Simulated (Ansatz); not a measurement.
# Ligand exchange: C5H11N + C2H10OSi2 → C5H10O + C2H11NSi2

Gas-phase species: C5H11N `NC1CCCC1`, singlet; C2H10OSi2 `CC[SiH](O)[SiH3]`, singlet; C5H10O (cyclopentanol) `OC1CCCC1`, singlet; C2H11NSi2 `CC[SiH](N)[SiH3]`, singlet. The partners trade NH2 for OH: C–NH2 and Si–OH bonds give way to C–OH and Si–NH2.

Shapes, held fixed at every level: PBE0-D4/def2-TZVP. Flexible molecules stand in one conformer, not always the lowest. Programs: Ansatz 0.2.0. Electronic energies: no zero-point or thermal term.

Question: Estimate ΔE of this reaction.

Answer: The highest level, CCSD(T)/CBS estimate, gives ΔE = +51.2 kJ/mol; the levels span +45.2 to +56.2. The column of differences is taken from that level and isn't an error. No measured value is set beside it here. The CBS estimate extrapolates MP2 from def2-TZVPP and def2-QZVPP and adds CCSD(T) − MP2 in the triple-zeta set, cores frozen.

| level | kind | ΔE (kJ/mol) | less CCSD(T)/CBS estimate |
| --- | --- | --- | --- |
| HF/def2-TZVPP | Hartree–Fock | +56.2 | +5.0 |
| PBE-D4/def2-TZVPP | GGA | +45.2 | -6.0 |
| r2SCAN-D4/def2-TZVPP | meta-GGA | +48.0 | -3.2 |
| wB97X-V/def2-TZVPP | range-separated hybrid | +48.7 | -2.5 |
| MP2/def2-TZVPP | perturbation theory | +53.3 | +2.1 |
| CCSD(T)/def2-TZVPP | coupled cluster or CI | +50.7 | -0.5 |
| CCSD/def2-TZVPP | coupled cluster or CI | +52.0 | +0.8 |
| CCSD(T)/CBS estimate | coupled cluster or CI | +51.2 | 0.0 |
